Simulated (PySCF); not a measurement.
Stepwise substitution at one centre (Si C2H5-I). All species are isolated molecules in the gas phase. One relaxed conformer stands for each flexible species; it need not be the lowest. Strings in code marks are SMILES.

The T1 excitation (TDA) from two functionals at the same geometries (B3LYP-D3(BJ)/def2-SVP), both in PySCF: PBE-D3(BJ)/def2-TZVP and B3LYP-D3(BJ)/def2-TZVP. B3LYP has the VWN-RPA correlation part, as in Gaussian. Excitations are Tamm–Dancoff values on a coarser integration grid. The basis has no diffuse functions, so Rydberg states are missing or too high.

```csv
species,B3LYP-D3(BJ)/def2-TZVP (eV)
0 of 4 C2H5 replaced by I (`CC[Si](CC)(CC)CC`),7.06
1 of 4 C2H5 replaced by I,5.36
"2 of 4 C2H5 replaced by I (`[Si](I)(I)(CC)CC` (C–C–Si–I torsion -59°, I–Si–C–C torsion 59°))",4.52
3 of 4 C2H5 replaced by I,3.82
```

### Question
What does PBE-D3(BJ)/def2-TZVP give for each?

### Answer

- 0 of 4 C2H5 replaced by I (`CC[Si](CC)(CC)CC`): 6.46
- 1 of 4 C2H5 replaced by I: 5.08
- 2 of 4 C2H5 replaced by I (`[Si](I)(I)(CC)CC` (C–C–Si–I torsion -59°, I–Si–C–C torsion 59°)): 4.24
- 3 of 4 C2H5 replaced by I: 3.51
Over these rows, drawn at random from the members with no instability flagged (it was tested for open shells, ions and some series alone), PBE minus B3LYP-D3(BJ): mean -0.37 eV, from -0.60 eV to -0.28 eV.
